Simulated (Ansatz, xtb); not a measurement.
**Two structures of BeH2SiZn**

Structure X is `[BeH][Si][ZnH]`, a triplet and structure Y is a triplet given by its coordinates. Both are isolated molecules in the gas phase, relaxed with r2SCAN-D4/def2-TZVP.

X (Å):

```xyz
5

Be   -2.1031    1.3183   -3.0894
Si   -1.2336    0.4911   -1.3663
Zn   -0.2621   -0.4203    0.5017
H    -2.6593    1.8444   -4.1839
H     0.3854   -1.0294    1.7524
```

Y (Å):

```xyz
5

Be   -0.5988    0.0248   -0.9999
Si    0.3900    1.5011   -2.1779
Zn    2.7231    1.8481   -2.8042
H    -0.4290    2.5934   -2.7917
H    -1.1221   -0.9482   -0.2449
```

Close contacts (Å): Be1–Si2 2.13, Si2–Zn3 2.44, Be1–H5 1.34, Si2–H4 1.50.

Question: Estimate which is lower in electronic energy at CCSD(T)/def2-TZVPP, and by roughly how much.

Answer: The CCSD(T)/def2-TZVPP calculation puts structure Y lower, by 1.88 kcal/mol.

The same difference at several levels:

```
              level             geometry  E(Y) − E(X) (kcal/mol)  departure from the last row (kcal/mol)  job, with rough time for the two
r2SCAN-D4/def2-TZVP  r2SCAN-D4/def2-TZVP                     −2.83                                   −0.95             optimisation, 2.7 min
      HF/def2-TZVPP  r2SCAN-D4/def2-TZVP                     −4.64                                   −2.76           part of the CCSD(T) run
     MP2/def2-TZVPP  r2SCAN-D4/def2-TZVP                     −0.35                                   +1.53           part of the CCSD(T) run
 CCSD(T)/def2-TZVPP  r2SCAN-D4/def2-TZVP                     −1.88                                                     single point, 5.4 min
```

MP2/def2-TZVPP finds them nearly level. The largest departure from CCSD(T)/def2-TZVPP is that of HF/def2-TZVPP, 2.76 kcal/mol. A small imaginary or near-zero mode remains, so no thermal terms are given. At CCSD(T)/def2-TZVPP a singlet with the links of Y lies below this triplet. Levels run at GFN2-xTB geometries aren't shown. The triplet state of X needn't be its ground state.

Open shells are spin-unrestricted. The correlated steps freeze 10 core orbitals; the last core shell of Be and Zn is correlated, in a basis made for valence electrons. Programs: Ansatz 0.2.0; the last row on 2 threads of Arm Neoverse V2 on a shared host.
